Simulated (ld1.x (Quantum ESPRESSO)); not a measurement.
**An all-electron radial function and its pseudo partner (tin (Sn))**

Columns: radius, all-electron u(r) and pseudo u(r) of the 5p shell (level -3.69 eV) of tin in the configuration [Kr] 4d10 5s2 5p2; PBE, scalar-relativistic, TM semilocal scheme, ld1.x (Quantum ESPRESSO) 7.5.

```csv
r (bohr),all-electron,pseudo
0.130,-0.0038,-0.0026
0.260,-0.1574,-0.0105
0.390,-0.0068,-0.0238
0.520,0.1715,-0.0426
0.650,0.2517,-0.0672
0.780,0.2335,-0.0976
0.910,0.1527,-0.1340
1.040,0.0430,-0.1763
1.170,-0.0730,-0.2240
1.300,-0.1828,-0.2761
1.430,-0.2802,-0.3308
1.560,-0.3631,-0.3858
1.690,-0.4314,-0.4385
1.820,-0.4859,-0.4861
1.950,-0.5280,-0.5264
2.080,-0.5592,-0.5580
2.210,-0.5811,-0.5805
2.340,-0.5948,-0.5947
2.470,-0.6016,-0.6016
2.600,-0.6027,-0.6027
2.730,-0.5989,-0.5989
2.860,-0.5912,-0.5912
2.990,-0.5802,-0.5802
3.120,-0.5667,-0.5667
3.250,-0.5511,-0.5511
3.380,-0.5340,-0.5340
```

Problem. How many radial nodes do the two functions have?

Solution. The all-electron 5p function has n − l − 1 = 3 (the table is too coarse to show those close to the nucleus); the pseudo-wave has 0, since the states of the same l below it are removed with the core.

Problem. At about which radius was the pseudo-wave matched?

Solution. 2.60 bohr. The columns agree to 0.0005 from 2.34 bohr on; several derivatives are matched, so the curves merge somewhat inside the radius.

Problem. Where does each function peak?

Solution. Outermost all-electron maximum near 2.60 bohr, pseudo maximum near 2.60 bohr (to the table’s step).

Problem. Is the pseudo-wave norm-conserving?

Solution. Yes: the TM semilocal scheme keeps the norm inside the radius equal to the all-electron one, which fixes the energy derivative of the logarithmic derivative at the level.
